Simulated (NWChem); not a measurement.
All runs are NWChem calculations. System: ClIn, charge 0, spin multiplicity 1, at a geometry optimised with PBE/def2-SVP with def2 effective core potentials on In. The structure started from a generated list of species. Level: CCSD(T)/def2-SVP with def2 effective core potentials on In, 9 core orbitals frozen.

Job file:

```
start mol
memory heap 100 mb stack 700 mb global 1900 mb
geometry units angstroms nocenter noautoz
  In     0.000000     0.000000    -0.630693
  Cl     0.000000     0.000000     1.817881
  symmetry group C2v
end
basis spherical
  * library def2-svp
end
ecp
  In library def2-ecp
end
scf
  rhf
  nopen 0
  maxiter 100
  thresh 1e-7
  semidirect memsize 60000000 filesize 0
end
ccsd
  freeze core 9
  maxiter 60
end
task ccsd(t) energy
```

Output (cleaned and shortened):

```
             Northwest Computational Chemistry Package (NWChem) 7.3.0
             --------------------------------------------------------

                                NWChem Input Module
                                -------------------

 Scaling coordinates for geometry "geometry" by  1.889725989
 (inverse scale =  0.529177249)

 Turning off AUTOSYM since
 SYMMETRY directive was detected!

                             Geometry "geometry" -> ""
                             -------------------------

 Output coordinates in angstroms (scale by  1.889725989 to convert to a.u.)

  No.       Tag          Charge          X              Y              Z
 ---- ---------------- ---------- -------------- -------------- --------------
    1 In                  49.0000     0.00000000     0.00000000    -0.63069300
    2 Cl                  17.0000     0.00000000     0.00000000     1.81788100

 Effective nuclear repulsion energy (a.u.)     180.0250465850

            Nuclear Dipole moment (a.u.)
            ----------------------------
        X                 Y               Z
 ---------------- ---------------- ----------------
     0.0000000000     0.0000000000     0.0000377945

      Symmetry information
      --------------------

 Group name             C2v
 Group number             16
 Group order               4
 No. of unique centers     2

      Symmetry unique atoms

     1    2


 Summary of "ao basis" -> "" (spherical)
 ------------------------------------------------------------------------------
       Tag                 Description            Shells   Functions and Types
 ---------------- ------------------------------  ------  ---------------------
 *                          def2-svp                  on all atoms

 Summary of "ao basis" -> "ao basis" (spherical)
 ------------------------------------------------------------------------------
       Tag                 Description            Shells   Functions and Types
 ---------------- ------------------------------  ------  ---------------------
 In                         def2-svp                10       26   4s4p2d
[...]
task       137 out of       171 done  80%  at       0.4 secs
task       146 out of       171 done  85%  at       0.5 secs
task       154 out of       171 done  90%  at       0.5 secs
task       163 out of       171 done  95%  at       0.5 secs
task       171 out of       171 done 100%  at       0.5 secs
 commencing triples evaluation - blocking       1
 ccsd(t): done        1 out of       25 progress:    4.0%
 ccsd(t): done        2 out of       25 progress:    8.0%
 ccsd(t): done        3 out of       25 progress:   12.0%
 ccsd(t): done        4 out of       25 progress:   16.0%
 ccsd(t): done        5 out of       25 progress:   20.0%
 ccsd(t): done        6 out of       25 progress:   24.0%
 ccsd(t): done        7 out of       25 progress:   28.0%
 ccsd(t): done        8 out of       25 progress:   32.0%
 ccsd(t): done        9 out of       25 progress:   36.0%
 ccsd(t): done       10 out of       25 progress:   40.0%
 ccsd(t): done       11 out of       25 progress:   44.0%
 ccsd(t): done       12 out of       25 progress:   48.0%
 ccsd(t): done       13 out of       25 progress:   52.0%
 ccsd(t): done       14 out of       25 progress:   56.0%
 ccsd(t): done       15 out of       25 progress:   60.0%
 ccsd(t): done       16 out of       25 progress:   64.0%
 ccsd(t): done       17 out of       25 progress:   68.0%
 ccsd(t): done       18 out of       25 progress:   72.0%
 ccsd(t): done       19 out of       25 progress:   76.0%
 ccsd(t): done       20 out of       25 progress:   80.0%
 ccsd(t): done       21 out of       25 progress:   84.0%
 ccsd(t): done       22 out of       25 progress:   88.0%
 ccsd(t): done       23 out of       25 progress:   92.0%
 ccsd(t): done       24 out of       25 progress:   96.0%
 ccsd(t): done       25 out of       25 progress:  100.0%
 Time for integral evaluation pass     1        0.49
 Time for triples evaluation pass      1        0.17

 pseudo-e(mp4)  -0.60531205972486E-02
 pseudo-e(mp5)   0.29037585834287E-03
        e(t)    -0.57627447389058E-02

 --------------
 CCSD(T) Energy
 --------------
 Reference energy:                    -648.647860349584676

 CCSD corr. energy:                     -0.216234452522577
 T(CCSD) corr. energy:                  -0.006053120597249
 Total CCSD+T(CCSD) energy:           -648.870147922704518

 CCSD corr. energy:                     -0.216234452522577
 (T) corr. energy:                      -0.005762744738906
 Total CCSD(T) energy:                -648.869857546846106

 routine      calls  cpu(0)   cpu-min  cpu-ave  cpu-max   i/o
 aoccsd          1     0.00     0.00     0.00     0.00    0.00
 iterdrv         1     0.01     0.01     0.01     0.01    0.00
 pampt          12     0.01     0.01     0.01     0.01    0.00
 t2pm           12     0.02     0.02     0.02     0.02    0.00
 sxy            12     0.03     0.03     0.03     0.03    0.00
 ints       348708     3.41     3.41     3.41     3.41    0.00
 t2eri        2052     0.41     0.41     0.41     0.41    0.00
 idx2         2052     0.08     0.08     0.08     0.08    0.00
 idx34          12     0.01     0.01     0.01     0.01    0.00
 ht2pm          12     0.03     0.03     0.03     0.03    0.00
 itm            12     0.10     0.10     0.10     0.10    0.00
 pdiis          12     0.00     0.00     0.00     0.00    0.00
 triples         1     0.00     0.00     0.00     0.00    0.00
 rdtrpo          1     0.00     0.00     0.00     0.00    0.00
 trpmos          1     0.49     0.49     0.49     0.49    0.00
 trpdrv          1     0.03     0.03     0.03     0.03    0.00
 dovvv       27500     0.05     0.05     0.05     0.05    0.00
 doooo       27500     0.03     0.03     0.03     0.03    0.00
 tengy       25000     0.05     0.05     0.05     0.05    0.00
 Total                 4.78     4.78     4.78     4.78    0.00

 Task  times  cpu:        5.5s     wall:        5.5s

 Total times  cpu:        5.5s     wall:        5.5s
```
